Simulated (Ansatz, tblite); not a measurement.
Species of one formula, NiP₂H₈ (singlet), each relaxed with PBE0-D4/def2-SVP in Ansatz.

The xTB rows come from tblite. B3LYP takes the VWN-RPA correlation. Correlated methods freeze 15 core orbitals; core or outer-core shells of Ni are correlated, in sets that lack core-valence functions.

Run but left out: HF/STO-3G, B2PLYP/def2-TZVP, PBE-QIDH/def2-TZVP (A: restricted singlet, unstable in another Hartree–Fock run and untested here); HF/def2-TZVP, MP2/def2-TZVP, CCSD/def2-TZVP, CCSD(T)/def2-TZVP (A: restricted singlet, unstable towards broken spin symmetry).

A: The restricted singlet is unstable towards broken spin symmetry in Hartree–Fock (as tested in another run); at PBE-D4/def2-SVP, r2SCAN-D4/def2-TZVP, B3LYP-D4/def2-TZVP, PBE0-D4/def2-SVP and others this wasn't settled. B: The restricted singlet is unstable towards broken spin symmetry in Hartree–Fock (as tested in another run); at PBE-D4/def2-SVP, r2SCAN-D4/def2-TZVP, B3LYP-D4/def2-TZVP, PBE0-D4/def2-SVP and others this wasn't settled.

Other spin states weren't relaxed.

A: trans-NiH2(PH3)2 (NiP₂H₈)

B: cis-NiH2(PH3)2 (NiP₂H₈)

Task: Estimate their order by electronic energy at RPA@PBE/def2-TZVP, counted from the lowest.

Result: B (0.0) < A (22.6), in kJ/mol.

Task: Do the other levels pick the same lowest one?

Result: All that were run do. Energies above each level's lowest (kJ/mol):

```tsv
level	A	B
GFN1-xTB	12.3	0.0
GFN2-xTB	48.0	0.0
PBE-D4/def2-SVP	25.4	0.0
PBE-D4/def2-TZVP	20.2	0.0
r2SCAN-D4/def2-TZVP	14.7	0.0
B3LYP-D4/def2-TZVP	10.4	0.0
PBE0-D4/def2-SVP	10.1	0.0
PBE0-D4/def2-TZVP	10.4	0.0
RPA@PBE/def2-TZVP	22.6	0.0
```
Point groups (tolerance 0.1 Å): A not assigned, B C2v. A and B have the same bonds, so they are conformers or stereoisomers.
